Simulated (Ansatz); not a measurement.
`[CH3][GeH]([NH2])[SiH3]` → `[CH3][GeH][NH2]`• + `[SiH3]`• at 600 K and 1 bar (homolysis of the Ge–Si bond).

Computed with Ansatz on PBE0-D4/def2-TZVP structures; ΔE is electronic, products minus reactants. CCSD(T)/CBS adds triple-zeta CCSD(T) − MP2 to the extrapolated MP2 energy (def2 sets, frozen cores). This one scheme is used for every species. No spin–orbit coupling; open shells (•) take unrestricted orbitals. For Ge outer-core shells are correlated without core-valence functions, which leaves a few kJ/mol of doubt a bond. Scalar relativity is left out up to krypton. Each species was taken in one conformer, which may not be the lowest.

```tsv
species	CCSD(T)/CBS energy (Eh)	H − E (kJ/mol)	S (J/(mol·K))
`[CH3][GeH]([NH2])[SiH3]`	-2463.37873	325.5	493.9
`[CH3][GeH][NH2]`•	-2172.45155	232.1	392.2
`[SiH3]`•	-290.80808	80.4	249.9
```

H − E and S are ideal-gas, rigid-rotor, harmonic terms from PBE0-D4/def2-TZVP, for one conformer and one mirror image of each species, with the whole ground term of open shells counted as degenerate. 1 Eh = 2625.50 kJ/mol, R = 8.31446 J/(mol·K).

Task: By hand: ΔE, ΔH, ΔS and ΔG.

Result: ΔE = (-2172.45155) + (-290.80808) − (-2463.37873) = 0.11910 Eh = 312.7 kJ/mol. Δ(H − E) = 232.1 + 80.4 − 325.5 = -13.0, so ΔH = 299.7 kJ/mol. ΔS = 392.2 + 249.9 − 493.9 = 148.2 J/(mol·K). ΔG = 299.7 − 600 × (148.2)/1000 = 210.8 kJ/mol.

Task: By hand: the equilibrium constant, and the temperature at which ΔG would vanish if ΔH and ΔS stayed fixed.

Result: log₁₀ K = −ΔG/(RT ln 10) = -18.4. ΔG = 0 at ΔH/ΔS = 2022 K.

The number of gas molecules changes by +1, which sets the sign of ΔS. A doubt of 5 kJ/mol in ΔE shifts log₁₀ K by 0.4 here. Other conformers and mirror images would add mixing entropy, several J/(mol·K) or more a flexible species. These are equilibria of isolated gas molecules and say nothing of rates. Largest T1 diagnostic: 0.015 (customary marks: 0.02 for closed shells, 0.045 for open ones).
